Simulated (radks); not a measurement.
The numbers below are computed, except where a source is named.
Species: Cd XVIII. Configuration: [Ar] 3d10 4s2 4p1.

Code: a radial shooting solver on a logarithmic mesh with Libxc functionals. Model: scalar-relativistic Kohn-Sham, LB94 model potential, spin-polarised, spherical densities, finite nucleus; open shells are filled with parallel spins first (spin-orbit coupling, left out, can overturn this in heavy ions); Fermi nuclear charge, rms radius 4.6087 fm.

Energy parts (eV):
kinetic: 155763.889
electron-nucleus: -346840.913
Hartree: 45696.108
(The LB94 potential has no energy functional, so no total or exchange-correlation energy is given.)

Orbitals (lengths in bohr, moments of r in powers of bohr; r(max) is where P^2 peaks; r(90%) holds 90 % of the orbital's charge):
1s up: occ. 1; eigenvalue (eV) -27122.61; r(max) 0.01967; r(90%) 0.0545; <r> 0.03035; <r^4> 4.032e-06
1s down: occ. 1; eigenvalue (eV) -27122.62; r(max) 0.01967; r(90%) 0.0545; <r> 0.03035; <r^4> 4.031e-06
2s up: occ. 1; eigenvalue (eV) -4427.825; r(max) 0.1111; r(90%) 0.203; <r> 0.1312; <r^4> 0.0007052
2s down: occ. 1; eigenvalue (eV) -4427.597; r(max) 0.1111; r(90%) 0.203; <r> 0.1312; <r^4> 0.0007053
2p up: occ. 3; eigenvalue (eV) -4026.432; r(max) 0.08878; r(90%) 0.186; <r> 0.1144; <r^4> 0.0005042
2p down: occ. 3; eigenvalue (eV) -4026.064; r(max) 0.08879; r(90%) 0.186; <r> 0.1144; <r^4> 0.0005042
3s up: occ. 1; eigenvalue (eV) -1181.559; r(max) 0.3226; r(90%) 0.521; <r> 0.3552; <r^4> 0.03140
3s down: occ. 1; eigenvalue (eV) -1181.465; r(max) 0.3227; r(90%) 0.522; <r> 0.3555; <r^4> 0.03149
3p up: occ. 3; eigenvalue (eV) -1049.123; r(max) 0.3153; r(90%) 0.529; <r> 0.3527; <r^4> 0.03281
3p down: occ. 3; eigenvalue (eV) -1049.057; r(max) 0.3154; r(90%) 0.529; <r> 0.3530; <r^4> 0.03292
3d up: occ. 5; eigenvalue (eV) -842.9974; r(max) 0.2620; r(90%) 0.515; <r> 0.3273; <r^4> 0.02913
3d down: occ. 5; eigenvalue (eV) -842.9650; r(max) 0.2621; r(90%) 0.515; <r> 0.3276; <r^4> 0.02924
4s up: occ. 1; eigenvalue (eV) -493.7328; r(max) 0.7399; r(90%) 1.09; <r> 0.7708; <r^4> 0.6223
4s down: occ. 1; eigenvalue (eV) -493.5178; r(max) 0.7377; r(90%) 1.09; <r> 0.7681; <r^4> 0.6149
4p up: occ. 1; eigenvalue (eV) -447.9401; r(max) 0.7653; r(90%) 1.14; <r> 0.7987; <r^4> 0.7350
4p down: occ. 0; eigenvalue (eV) -447.5326; r(max) 0.7625; r(90%) 1.14; <r> 0.7957; <r^4> 0.7261

The highest occupied level is 4p up at -447.94 eV. The spin density at the nucleus is -2.610 e/bohr^3 (1s -0.955, 2s 1.292, 3s 2.528, 4s -5.475).
